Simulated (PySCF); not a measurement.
Constitutional and geometric isomers with formula C3H6Si. Gas-phase values, no solvent. One relaxed conformer stands for each flexible species; it need not be the lowest. Strings in code marks are SMILES.

Method: B3LYP-D3(BJ)/def2-TZVP in PySCF 2.14.0. All candidates: neutral, multiplicity 1. B3LYP has the VWN-RPA correlation part, as in Gaussian. 

- LUMO: -0.68 eV
- HOMO–LUMO gap: 4.73 eV
- HOMO: -5.40 eV

Which member has these values?
A. `C[Si]1=CC1`
B. `C=C=C[SiH3]`
C. `C1=[SiH]CC1`
D. `[SiH3]C1C=C1`

A, `C[Si]1=CC1`. The others give `C=C=C[SiH3]`: -0.41 eV, 6.91 eV, -7.31 eV; `C1=[SiH]CC1`: -0.99 eV, 4.74 eV, -5.73 eV; `[SiH3]C1C=C1`: -0.53 eV, 6.29 eV, -6.82 eV
